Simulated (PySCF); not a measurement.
## Dipole moment and polarisability of `CNC(=O)CC(F)(F)F`

Compound: C4H6F3NO.
Structure used (GFN2-xTB), in Å, numbered top down from 1:
```xyz
15
C4H6F3NO angstrom
C      2.5730    0.2517   -0.0050
N      1.2871   -0.4126   -0.0497
C      0.1550    0.2919   -0.2511
O      0.1283    1.4877   -0.3934
C     -1.0998   -0.6008   -0.2768
C     -2.3622    0.2128   -0.4979
F     -2.3679    0.8680   -1.6588
F     -3.4415   -0.6007   -0.5231
F     -2.5910    1.0963    0.4741
H      3.3496   -0.4765    0.2075
H      2.7776    0.7389   -0.9598
H      2.5648    1.0196    0.7695
H      1.2588   -1.4128    0.0513
H     -1.0280   -1.3283   -1.0878
H     -1.2083   -1.1273    0.6734
```

Level: PBE0/def2-SVPD (PySCF), static field, nuclei fixed, core orbitals frozen in the response. The polarisability tensor in these axes (au):

```
x   75.59 -0.58  2.57
y   -0.58 62.14 -1.45
z    2.57 -1.45 50.82
```

Problem. Give the principal values, the mean and the anisotropy Δα = √{½[(α1 − α2)² + (α2 − α3)² + (α1 − α3)²]}.

Solution. Principal values 50.39, 62.26 and 75.89 au; mean 62.85 au = 9.31 Å³ = 10.36 × 10⁻⁴⁰ C²·m²/J; Δα = 22.10 au (35 % of the mean).

Problem. What is the dipole moment, and where does it point?

Solution. (3.62, -4.44, 0.86) D, 5.79 D in size, pointing from the negative to the positive side. Measured along this direction, the outermost atoms are F7 and F9 at the negative end and H10 at the positive end.

Problem. In a dilute gas of rigid molecules at 273 K, how does the orientational term μ²/3kT compare with the electronic polarisability?

Solution. In Gaussian units μ²/3kT = 296.66 Å³ against 9.31 Å³, a ratio of 31.85; the Debye molar polarisation (4π/3)N_A(α + μ²/3kT) is 771.8 cm³/mol, leaving out the vibrational part.

Problem. Rayleigh depolarisation ratio (linearly polarised light, static tensor)?

Solution. ρ = 3Δα²/(45ᾱ² + 4Δα²) = 1465.3/(177741 + 1953.7) = 0.00815.

Problem. Find the Langevin capture rate constant for O2+ (31.990 u) meeting this molecule (141.040 u), k = 2.342 × 10⁻⁹ cm³/s × √(α in Å³ / reduced mass in u).

Solution. The reduced mass is 26.08 u, so k = 1.40 × 10⁻⁹ cm³/s. The formula leaves out the permanent dipole, which adds to the capture rate.

Problem. Refractivity n − 1 of an ideal gas of it at 400 K and 1 atm, from the electronic α?

Solution. N = p/kT = 1.8347 × 10¹⁹ cm⁻³, so n − 1 = 2π × N × 9.31 × 10⁻²⁴ cm³ = 1074 × 10⁻⁶ at long wavelengths, for an ideal gas.

Problem. Form Σ f/ω² (atomic units) for the 6 lowest TDDFT singlets, given as eV and f, and set it beside the mean polarisability, which is this sum over all singlets: 5.87, 0.0006; 6.71, 0.0004; 6.94, 0.0023; 7.32, 0.1824; 7.74, 0.0227; 7.88, 0.0077.

Solution. They add up to 2.95 au, 4.7 % of the 62.85 au; the largest single term is 2.52 au, from the state at 7.32 eV. Terms in order: 0.01, 0.01, 0.04, 2.52, 0.28, 0.09 au. Higher excitations give the rest. The strengths listed sum to 0.216.

Isolated species at its GFN2-xTB geometry (one conformer only). GFN2-xTB frequencies show an imaginary mode (154i cm⁻¹), so this geometry is no minimum at that level.

These values come from a run that also computed excited states. On Intel Xeon 6975P-C, one thread, no GPU (shared host), this took 31 s wall and 0.97 GiB of memory at its peak.
